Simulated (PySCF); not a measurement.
**Working out the excitation energy of C**

C [He] 2s2 2p2 (3P) → C [He] 2s1 2p3 (5S). Calculation: PySCF 2.14, in x2c-TZVPPall (5s3p2d1f, 31 functions); scalar relativity by spin-free X2C-1e. Frozen: 1s2. Energies in hartree (1 hartree = 27.21139 eV):

```
            part   C (lower)   C (upper)
             UHF  -37.707437  -37.612538
CCSD correlation   -0.086527   -0.033330
             (T)   -0.002030   -0.000291
```

Question: What does Hartree-Fock give?

Answer: (-37.612538) − (-37.707437) = 0.094899 hartree = 2.582 eV.

Question: What do CCSD and CCSD(T) give?

Answer: The CCSD correlation energies differ by 0.053197 hartree = 1.448 eV and the triples by 0.001739 hartree = 0.047 eV, so CCSD gives 4.030 eV and CCSD(T) 4.077 eV.

Measured between the centres of the two terms (NIST): 4.179 eV, so CCSD(T) (valence) is off by -0.102 eV.

What remains against the reference includes basis incompleteness, the frozen core and higher excitations.
